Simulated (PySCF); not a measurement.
## Electron correlation in Cl²⁺ (chlorine, charge +2)

[Ne] 3s1 3p4, high-spin 4P determinant (an excited configuration). All numbers are calculated (PySCF 2.14, no relativity, point nucleus, in def2-QZVPPD). Frozen: 1s2; 13 electrons correlated.

```tsv
level	correlation energy (mhartree)
CCSD	-318.04
(T)	-11.43
CCSD(T)	-329.47
```

Diagnostics: T1 = 0.0081, D1 = 0.0331, largest double amplitude 0.180.

A double-excitation amplitude exceeds 0.15, a sign of near-degeneracy.

Cost of the coupled-cluster step: about 60 core-seconds, for 13 correlated electrons.

Iterations:

```
CC2 = 0
CCSD nocc = (np.int64(8), np.int64(5)), nmo = (78, 78)
frozen orbitals [[0], [0]]
max_cycle = 100
direct = 0
conv_tol = 1e-08
conv_tol_normt = 1e-06
diis_space = 8
diis_start_cycle = 0
Init t2, MP2 energy = -0.283604111130701
Init E_corr(UCCSD) = -0.283604111133239
cycle = 1  E_corr(UCCSD) = -0.301293131849257  dE = -0.0176890207  norm(t1,t2) = 0.0727059
cycle = 2  E_corr(UCCSD) = -0.308748975829443  dE = -0.00745584398  norm(t1,t2) = 0.0432162
cycle = 3  E_corr(UCCSD) = -0.318274493947202  dE = -0.00952551812  norm(t1,t2) = 0.0275666
cycle = 4  E_corr(UCCSD) = -0.317856353218805  dE = 0.000418140728  norm(t1,t2) = 0.00322941
cycle = 5  E_corr(UCCSD) = -0.31814648522131  dE = -0.000290132003  norm(t1,t2) = 0.00114482
cycle = 6  E_corr(UCCSD) = -0.318019189903766  dE = 0.000127295318  norm(t1,t2) = 0.000577698
cycle = 7  E_corr(UCCSD) = -0.318038251624434  dE = -1.90617207e-05  norm(t1,t2) = 0.000258332
cycle = 8  E_corr(UCCSD) = -0.318048386566238  dE = -1.01349418e-05  norm(t1,t2) = 7.4932e-05
cycle = 9  E_corr(UCCSD) = -0.318044280380393  dE = 4.10618584e-06  norm(t1,t2) = 2.2322e-05
cycle = 10  E_corr(UCCSD) = -0.318045257474395  dE = -9.77094002e-07  norm(t1,t2) = 7.43911e-06
cycle = 11  E_corr(UCCSD) = -0.318045007370079  dE = 2.50104316e-07  norm(t1,t2) = 2.27372e-06
cycle = 12  E_corr(UCCSD) = -0.31804497453396  dE = 3.28361187e-08  norm(t1,t2) = 6.47555e-07
cycle = 13  E_corr(UCCSD) = -0.318044979758538  dE = -5.22457788e-09  norm(t1,t2) = 1.31433e-07
UCCSD converged
E(UCCSD) = -458.0738058778741  E_corr = -0.3180449797585381
UCCSD(T) correction = -0.011432259897065
```

This basis was not built for core-valence correlation, so the inner-shell part is incomplete.
